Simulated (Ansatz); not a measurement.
Conformers of `N[SiH2]O[SiH](N)F`, each relaxed with PBE0-D4/def2-TZVP in Ansatz. CBS adds the triple-zeta coupled-cluster correction to the MP2 limit.

Not all of them had a frequency check.

Conformer A:

Z-matrix (Å, degrees):
```
Si
O 1 1.636
N 1 1.718 2 112.0
H 1 1.482 2 105.9 3 121.3
H 1 1.483 2 109.1 3 -118.1
Si 2 1.622 1 142.5 3 21.5
H 3 1.007 1 121.2 2 92.5
H 3 1.007 1 119.7 2 -120.8
N 6 1.693 2 108.5 1 6.4
F 6 1.599 2 106.7 1 -116.3
H 6 1.474 2 111.6 1 129.7
H 9 1.009 6 118.5 2 -30.6
H 9 1.006 6 122.7 2 177.9
```

Conformer B:

```xyz
13

N    -1.913   -0.719   -0.801
Si   -0.429   -0.371   -1.561
O     0.544    0.716   -0.783
Si    0.934    1.072    0.745
N     1.147   -0.370    1.625
F    -0.245    1.847    1.490
H    -1.933   -1.268    0.044
H    -2.670   -0.055   -0.821
H    -0.719    0.223   -2.885
H     0.333   -1.639   -1.665
H     2.069    2.014    0.700
H     1.124   -0.360    2.632
H     1.760   -1.091    1.280
```

Q: Which is lowest in electronic energy at CCSD(T)/CBS (frozen core, def2 sets), and by how much? (An estimate is asked.)

A: The calculation gave: A; B lies 0.9 kJ/mol higher. Gaps under about 2 kJ/mol don't settle the order.

Q: Give the energies relative to A (kJ/mol) with PBE-D4/def2-TZVPP, PBE0/def2-TZVPP, MP2/def2-TZVPP, HF/def2-QZVPP, MP2/def2-QZVPP, HF/CBS(def2), CCSD/CBS(def2). (Best estimate.)

A: Computed: 
```
            level     B
PBE-D4/def2-TZVPP   0.6
  PBE0/def2-TZVPP   0.5
   MP2/def2-TZVPP   0.0
    HF/def2-QZVPP  -0.4
   MP2/def2-QZVPP   0.6
     HF/CBS(def2)  -0.4
   CCSD/CBS(def2)   0.8
```
